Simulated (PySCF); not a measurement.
**C₆ coefficients of unlike pairs at PBE0**

Calculated with PySCF 2.14 from the dipole response of each species, C₆(A,B) = (3/π) ∫ α_A(iu) α_B(iu) du, in atomic units, from isotropic polarisabilities. For ions this is the dispersion term alone; charge-induced terms of lower order in 1/R come first.

| species | configuration | basis | relativity | α (bohr³) | C₆ (like pair) |
| --- | --- | --- | --- | --- | --- |
| Zn | [Ar] 3d10 4s2 (1S) | dyall-av2z (16s12p7d2f) | none | 42.88 | 316.9 |
| Se⁺ | [Ar] 3d10 4s2 4p3 (4S) | def2-TZVPPD (7s6p5d1f) | none | 14.32 | 87.49 |
| B | [He] 2s2 2p1 (2P) | aug-cc-pwCVTZ (7s6p4d2f) | none | 22.48 | 109.6 |
| Mg | [Ne] 3s2 (1S) | aug-cc-pVQZ (7s6p4d3f2g) | none | 74.87 | 671.9 |

(1) Estimate C₆ for Mg with B.

No spin-orbit coupling is included.

The other pairs:

| pair | C₆ |
| --- | --- |
| B, Se⁺ | 93.38 |
| Mg, Zn | 451.2 |
| Mg, Se⁺ | 201.7 |
| B, Zn | 185.1 |
| Se⁺, Zn | 154.2 |

Answers

(1) The integral gives 259.0. The combination rule 2 C_A C_B / (C_A α_B/α_A + C_B α_A/α_B) gives 259.8 and the geometric mean 271.3.
